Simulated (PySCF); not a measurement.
**Converging GaC in the basis (CCSD(T))**

PySCF, UHF reference; quartet, unpaired electrons σ ↑, π ↑↑; De to Ga + C without counterpoise correction. Frozen cores follow the default of each basis and core potential.

| basis | relativity | functions | Re (Å) | ωe (cm⁻¹) | De (eV) | frozen orbitals |
| --- | --- | --- | --- | --- | --- | --- |
| cc-pVDZ-PP/cc-pVDZ | scalar-relativistic core potentials | 37 | 2.030 | 534 | 2.80 | 5 |
| def2-SVP | no relativity | 46 | 2.003 | 571 | 2.95 | 10 |
| def2-SVPD | no relativity | 58 | 2.017 | 545 | 3.00 | 10 |
| x2c-TZVPPall | spin-free X2C | 79 | 2.000 | 555 | 3.08 | 10 |

Problem. How does each smaller set differ from the one with most functions, x2c-TZVPPall?

Solution. cc-pVDZ-PP/cc-pVDZ: +3.0 pm, -3.8 % in ωe, -0.28 eV in De; def2-SVP: +0.3 pm, +2.9 % in ωe, -0.13 eV in De; def2-SVPD: +1.7 pm, -1.8 % in ωe, -0.08 eV in De. All at CCSD(T); the set with most functions is neither the basis-set limit nor always the best. The rows treat relativity differently, so the differences are not basis effects alone.

Correlated steps freeze the inner cores (5 to 10 orbitals); shallow outer-core shells are correlated. Correlated levels converge slowly with the basis: in double zeta they bind strong bonds too weakly, by up to about 1 eV, and carry superposition errors of some tenths. Spin–orbit coupling is left out. The state was picked by a PBE0 search and need not be the measured ground state.
